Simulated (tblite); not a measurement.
Compound: C7H7BrO2.
Numbering: `[CH3:1][c:2]1[cH:3][o:4][c:5]([C:6](=[O:7])[Br:8])[c:9]1[CH3:10]` (hydrogens: H11, H12, H13 on C1; H14 on C3; H15, H16, H17 on C10)

Computed with GFN2-xTB (tblite), gas phase: L-BFGS steps from a force-field or distance-geometry start until the largest atomic force falls under 0.01 eV/Å.

Step 4: E = -837.3949 eV
```
atom  x, y, z in Å  |  force x, y, z in eV/Å
C1     -2.3352    0.2711    0.0780    0.070  -0.137   0.006
C2     -1.0202   -0.4092   -0.0512   -0.138   0.026   0.017
C3     -0.7705   -1.7387   -0.2731   -0.125   0.027   0.023
O4      0.5400   -1.9895   -0.3327    0.005   0.071   0.031
C5      1.1664   -0.8047   -0.1461    0.205   0.386   0.030
C6      2.5775   -0.5649   -0.1299   -0.128  -0.220  -0.034
O7      3.0880    0.4969    0.0313    0.282   0.252   0.052
Br8     3.7883   -2.1096   -0.3942   -0.346  -0.090  -0.019
C9      0.2378    0.2271    0.0279    0.055  -0.043  -0.019
C10     0.4875    1.6780    0.2605   -0.018  -0.159  -0.074
H11    -3.1348   -0.4531    0.1643   -0.103  -0.098  -0.057
H12    -2.3382    0.8948    0.9649   -0.032   0.135   0.043
H13    -2.5037    0.8894   -0.7985   -0.112   0.114  -0.021
H14    -1.4825   -2.5411   -0.3924    0.339   0.016   0.001
H15    -0.3885    2.2823    0.0355   -0.082  -0.174   0.039
H16     0.7719    1.8483    1.2972   -0.006  -0.040   0.055
H17     1.3089    2.0348   -0.3514    0.135  -0.069  -0.072
```

Step 5: E = -837.4080 eV
```
atom  x, y, z in Å  |  force x, y, z in eV/Å
C1     -2.3359    0.2681    0.0783   -0.056  -0.004   0.015
C2     -1.0217   -0.4034   -0.0482   -0.026  -0.209  -0.060
C3     -0.7710   -1.7336   -0.2728   -0.018   0.125   0.063
O4      0.5372   -1.9888   -0.3310    0.127   0.182   0.023
C5      1.1664   -0.8020   -0.1472    0.180   0.300   0.035
C6      2.5740   -0.5580   -0.1284    0.029  -0.306  -0.059
O7      3.0993    0.4965    0.0315    0.169   0.265   0.057
Br8     3.7765   -2.1116   -0.3947   -0.330  -0.116  -0.022
C9      0.2391    0.2265    0.0266   -0.058   0.033   0.011
C10     0.4882    1.6737    0.2583    0.017  -0.045  -0.034
H11    -3.1383   -0.4560    0.1618   -0.039  -0.061  -0.041
H12    -2.3378    0.8974    0.9619   -0.064   0.104   0.068
H13    -2.5065    0.8914   -0.7951   -0.108   0.087  -0.038
H14    -1.4680   -2.5406   -0.3925    0.140  -0.103  -0.014
H15    -0.3906    2.2752    0.0380   -0.068  -0.148   0.006
H16     0.7705    1.8466    1.2955    0.007  -0.049   0.057
H17     1.3116    2.0307   -0.3519    0.099  -0.057  -0.065
```

Step 6: E = -837.4226 eV
```
atom  x, y, z in Å  |  force x, y, z in eV/Å
C1     -2.3387    0.2654    0.0791   -0.119   0.102   0.005
C2     -1.0229   -0.4009   -0.0461   -0.101  -0.065  -0.068
C3     -0.7703   -1.7247   -0.2712    0.089  -0.153   0.033
O4      0.5365   -1.9828   -0.3283    0.256   0.201   0.000
C5      1.1680   -0.7950   -0.1481    0.134   0.217   0.045
C6      2.5737   -0.5520   -0.1273    0.210  -0.168  -0.047
O7      3.1146    0.4978    0.0324   -0.015   0.078   0.029
Br8     3.7555   -2.1163   -0.3958   -0.285  -0.148  -0.026
C9      0.2385    0.2267    0.0253   -0.066   0.099   0.036
C10     0.4897    1.6681    0.2553    0.033   0.124   0.030
H11    -3.1431   -0.4605    0.1581    0.038   0.006  -0.016
H12    -2.3387    0.9022    0.9594   -0.095   0.029   0.064
H13    -2.5119    0.8951   -0.7916   -0.087   0.027  -0.029
H14    -1.4487   -2.5429   -0.3929   -0.009  -0.145  -0.016
H15    -0.3947    2.2637    0.0409   -0.029  -0.095  -0.032
H16     0.7688    1.8434    1.2944    0.020  -0.058   0.028
H17     1.3166    2.0246   -0.3536    0.026  -0.050  -0.036
```

Q: Estimate the geometry and energy of step 7. (The exact step hangs on the optimiser's Hessian estimate; all steps are aligned on step 6, rigid shifts and turns removed.)

A: E = -837.4363 eV, largest force 0.319 eV/Å
```
atom  x, y, z in Å  |  force x, y, z in eV/Å
C1     -2.3429    0.2647    0.0798   -0.157   0.171  -0.002
C2     -1.0265   -0.3988   -0.0453    0.003  -0.070  -0.079
C3     -0.7680   -1.7211   -0.2692    0.227  -0.118   0.032
O4      0.5407   -1.9732   -0.3258    0.282   0.148  -0.019
C5      1.1725   -0.7837   -0.1480   -0.018   0.085   0.041
C6      2.5783   -0.5489   -0.1271    0.253   0.013  -0.019
O7      3.1276    0.4992    0.0336   -0.086  -0.076   0.002
Br8     3.7305   -2.1236   -0.3974   -0.214  -0.180  -0.032
C9      0.2367    0.2289    0.0249   -0.086   0.098   0.040
C10     0.4916    1.6651    0.2532    0.025   0.224   0.075
H11    -3.1470   -0.4647    0.1544    0.082   0.065   0.009
H12    -2.3415    0.9072    0.9585   -0.117  -0.047   0.039
H13    -2.5187    0.8992   -0.7891   -0.069  -0.024  -0.012
H14    -1.4308   -2.5475   -0.3935   -0.115  -0.203  -0.019
H15    -0.3991    2.2515    0.0429    0.001  -0.009  -0.061
H16     0.7677    1.8395    1.2940    0.033  -0.046   0.005
H17     1.3218    2.0182   -0.3561   -0.044  -0.032  -0.003
```

The energy changes by -0.0137 eV. The first-order estimate −F·Δx gives -0.0183 eV and the mean of the old and new forces, exact on a quadratic surface, -0.0136 eV. The step makes an angle of 56° with the force vector and moves no atom by more than 0.026 Å.

What follows is the cost of the whole relaxation. Time: 0.95 s of wall time. Hardware: one thread, Arm Neoverse V1 (aarch64), shared host with 32 logical CPUs at a one-minute load of 10.
